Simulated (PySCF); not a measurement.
C2H4BN3, SMILES N1=CC=NB1N.

Coordinates come from a PBE-D3(BJ)/def2-SVP optimisation. The structure was generated by enumeration, and PubChem lists no compound with its InChIKey, so it may never have been made. The values are those of a single conformer.

Level of theory: PBE-D3(BJ)/def2-SVP (PySCF).

Harmonic, unscaled wavenumbers; measured fundamentals usually lie a few per cent lower.

```csv
mode,ν (cm⁻¹),IR (km/mol),moving atoms (share of kinetic energy)
1,143,22.9,"N 49 %, H 20 %, C 17 %, B 14 %"
2,300,8.7,"N 47 %, H 34 %, B 12 %"
3,449,0.0,"H 48 %, C 34 %, N 18 %"
4,565,114.2,"H 74 %, N 23 %"
5,598,6.6,"N 63 %, C 17 %, B 12 %, H 8 %"
6,653,53.9,"B 52 %, N 30 %, H 11 %"
7,672,0.0,"H 86 %, N 11 %"
8,774,0.2,"H 33 %, N 27 %, C 25 %, B 15 %"
9,794,5.9,"N 82 %, H 14 %"
10,852,19.7,"H 71 %, B 14 %, C 13 %"
11,859,6.2,"C 65 %, H 21 %, N 13 %"
12,865,14.6,"N 36 %, C 35 %, H 28 %"
13,964,0.0,"H 57 %, C 41 %"
14,1106,91.3,"B 48 %, H 28 %, N 22 %"
15,1266,13.9,"H 70 %, N 16 %"
16,1283,22.9,"H 69 %, C 22 %, N 9 %"
17,1395,21.8,"H 55 %, B 42 %"
18,1560,234.6,"H 36 %, N 32 %, B 28 %"
19,1582,0.0,"C 49 %, N 42 %"
20,1627,8.9,"C 57 %, N 38 %"
21,3006,32.4,"H 92 %, C 8 %"
22,3021,71.3,"H 91 %, C 9 %"
23,3514,81.0,H 96 %
24,3627,51.3,"H 91 %, N 9 %"
```
